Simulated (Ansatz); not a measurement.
Ansatz results at the PBE0-D4/def2-TZVP geometry: LUMO energy (B3LYP/def2-TZVPP) -1.59 eV; size of the dipole moment (PBE/def2-TZVPP) 3.03 D; HOMO–LUMO gap (ωB97M-V/def2-TZVPP) 8.98 eV.

Each molecule was computed in one conformer, which needn't be the lowest.

Which molecule gave them?
A. `C[CH](C)[In]([CH](C)C)[N](C)C`
B. `C[N](C)[In]([NH2])[OH]`
C. `C[N](C)[In]([NH2])[Cl]`
D. `[SH][In]([SH])[Br]`

C. The others give `C[N](C)[In]([NH2])[OH]`: -1.35, 1.93, 9.01; `[SH][In]([SH])[Br]`: -2.41, 1.40, 9.75; `C[CH](C)[In]([CH](C)C)[N](C)C`: -0.91, 0.52, 8.48.

B3LYP here is the variant with VWN-RPA as its local correlation; programs differ in this.
